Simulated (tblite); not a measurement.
Isomers of C7H11O (doublet state). All values are computed: GFN2-xTB (tblite) harmonic vibrations without scaling, gas phase. Against measured fundamentals such values can be off by several per cent, at times by over 20. One conformer each. Open shells enter through the occupations alone, without spin polarisation, and single modes of such species can be off by tens of per cent.

Electronic energies: GFN2-xTB at the same geometries; isomer energies are rough at this level and their order can be wrong.

| SMILES | electronic energy, lowest = 0 (kJ/mol) |
| --- | --- |
| CC1=CCCC[C]1O | 0.0 |
| C=C[C@@]1(C)C[C@@H]1[CH]O | 186.2 |
| C[C@@H]1[CH]CC(=O)CC1 | 36.5 |

Problem. How do GFN2-xTB zero-point energies change the relative energies?

Solution. 
```json
{"SMILES": "CC1=CCCC[C]1O", "ZPE (kJ/mol)": "423.4", "of it from modes above 1550 cm⁻¹": "199.3", "electronic (kJ/mol)": "0.0", "with ZPE, lowest = 0 (kJ/mol)": "0.0", "lowest mode (cm⁻¹)": "70", "rings": "1"}
{"SMILES": "C[C@@H]1[CH]CC(=O)CC1", "ZPE (kJ/mol)": "425.2", "of it from modes above 1550 cm⁻¹": "208.1", "electronic (kJ/mol)": "36.5", "with ZPE, lowest = 0 (kJ/mol)": "38.2", "lowest mode (cm⁻¹)": "83", "rings": "1"}
{"SMILES": "C=C[C@@]1(C)C[C@@H]1[CH]O", "ZPE (kJ/mol)": "413.7", "of it from modes above 1550 cm⁻¹": "215.0", "electronic (kJ/mol)": "186.2", "with ZPE, lowest = 0 (kJ/mol)": "176.5", "lowest mode (cm⁻¹)": "84", "rings": "1"}
```

The zero-point energies span 11.5 kJ/mol, from `C=C[C@@]1(C)C[C@@H]1[CH]O` to `C[C@@H]1[CH]CC(=O)CC1`. The order is unchanged.

Problem. What do entropy and thermal enthalpy add at 298.15 K and 1 bar (rigid rotor, harmonic oscillator, one conformer each)?

Solution. 
```csv
SMILES,point group,symmetry number,S (J/(mol K)),H − H(0) (kJ/mol),ZPE + H − H(0) − TS (kJ/mol)
CC1=CCCC[C]1O,C1,1,379.8,25.06,335.3
C[C@@H]1[CH]CC(=O)CC1,C1,1,369.3,23.79,338.9
C=C[C@@]1(C)C[C@@H]1[CH]O,C1,1,394.4,27.69,323.8
```

S holds R ln(2S + 1) for the spin.
